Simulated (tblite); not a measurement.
Species: C4H3FN2OS.
Atom-mapped SMILES: `[CH3:1][C:2](=[O:3])[c:4]1[n:5][n:6][s:7][c:8]1[F:9]` (hydrogens: H10, H11, H12 on C1)

Computed with GFN2-xTB (tblite), gas phase: L-BFGS steps from a force-field or distance-geometry start until the largest atomic force falls under 0.01 eV/Å.

Step 15: E = -760.1116 eV
```
atom  x, y, z in Å  |  force x, y, z in eV/Å
C1     -1.7650   -0.2732    0.7428    0.021  -0.012  -0.019
C2     -0.6493    0.6804    0.4332    0.019   0.037  -0.001
O3     -0.6644    1.8593    0.6800   -0.051   0.036   0.035
C4      0.5242    0.0509   -0.2286   -0.002  -0.007   0.015
N5      0.5729   -1.2620   -0.5239   -0.019  -0.013   0.004
N6      1.6166   -1.6609   -1.0801   -0.030  -0.053   0.012
S7      2.7472   -0.4709   -1.3426    0.013   0.027   0.003
C8      1.6953    0.6824   -0.6247   -0.024  -0.013  -0.034
F9      2.0199    1.9494   -0.5190   -0.025   0.000   0.032
H10    -1.3997   -1.0624    1.3950    0.032  -0.026  -0.011
H11    -2.5919    0.2459    1.2200    0.054   0.059  -0.010
H12    -2.1047   -0.7396   -0.1782    0.012  -0.036  -0.026
```

Step 16: E = -760.1121 eV
```
atom  x, y, z in Å  |  force x, y, z in eV/Å
C1     -1.7639   -0.2745    0.7419    0.028   0.002  -0.016
C2     -0.6487    0.6820    0.4335   -0.011   0.034   0.007
O3     -0.6666    1.8609    0.6813   -0.040   0.005   0.025
C4      0.5245    0.0522   -0.2280   -0.017   0.005   0.013
N5      0.5705   -1.2606   -0.5229    0.005  -0.013   0.003
N6      1.6133   -1.6616   -1.0783   -0.003  -0.037  -0.004
S7      2.7471   -0.4710   -1.3426   -0.009  -0.021   0.002
C8      1.6960    0.6818   -0.6261   -0.036   0.009  -0.012
F9      2.0204    1.9486   -0.5188   -0.020   0.005   0.028
H10    -1.3972   -1.0633    1.3951    0.017  -0.007  -0.035
H11    -2.5908    0.2453    1.2195    0.063   0.043  -0.019
H12    -2.1035   -0.7404   -0.1806    0.024  -0.024   0.007
```

Step 17: E = -760.1126 eV
```
atom  x, y, z in Å  |  force x, y, z in eV/Å
C1     -1.7627   -0.2754    0.7409    0.026   0.011  -0.011
C2     -0.6482    0.6834    0.4337   -0.029   0.019   0.009
O3     -0.6689    1.8622    0.6827   -0.026  -0.019   0.014
C4      0.5245    0.0527   -0.2274   -0.019   0.012   0.004
N5      0.5692   -1.2604   -0.5223    0.017  -0.008   0.006
N6      1.6113   -1.6628   -1.0772    0.013  -0.005  -0.008
S7      2.7471   -0.4710   -1.3427   -0.029  -0.051   0.001
C8      1.6956    0.6814   -0.6275   -0.036   0.016   0.006
F9      2.0196    1.9482   -0.5177   -0.016   0.005   0.021
H10    -1.3953   -1.0641    1.3948    0.008   0.009  -0.047
H11    -2.5885    0.2466    1.2188    0.060   0.023  -0.023
H12    -2.1026   -0.7415   -0.1820    0.032  -0.012   0.028
```

Problem. Estimate the geometry and energy of step 18. (The exact step hangs on the optimiser's Hessian estimate; all steps are aligned on step 17, rigid shifts and turns removed.)

Solution. E = -760.1131 eV, largest force 0.073 eV/Å
```
atom  x, y, z in Å  |  force x, y, z in eV/Å
C1     -1.7607   -0.2761    0.7396    0.018   0.017  -0.004
C2     -0.6484    0.6854    0.4341   -0.031  -0.004   0.005
O3     -0.6723    1.8638    0.6847   -0.009  -0.033   0.003
C4      0.5241    0.0539   -0.2266   -0.017   0.012  -0.009
N5      0.5676   -1.2598   -0.5212    0.016  -0.001   0.011
N6      1.6088   -1.6643   -1.0759    0.018   0.027  -0.005
S7      2.7463   -0.4724   -1.3426   -0.043  -0.059   0.001
C8      1.6947    0.6814   -0.6289   -0.020   0.018   0.019
F9      2.0193    1.9479   -0.5166   -0.013  -0.001   0.012
H10    -1.3926   -1.0651    1.3931    0.005   0.018  -0.048
H11    -2.5852    0.2476    1.2176    0.043   0.007  -0.020
H12    -2.1004   -0.7430   -0.1834    0.033   0.000   0.036
```

The energy changes by -0.0005 eV. The first-order estimate −F·Δx gives -0.0007 eV and the mean of the old and new forces, exact on a quadratic surface, -0.0005 eV. The step makes an angle of 57° with the force vector and moves no atom by more than 0.004 Å.

The cost below is that of the whole relaxation. On one thread, Arm Neoverse V2 (aarch64), shared host with 192 logical CPUs at a one-minute load of 41, this took 0.13 s of wall time.
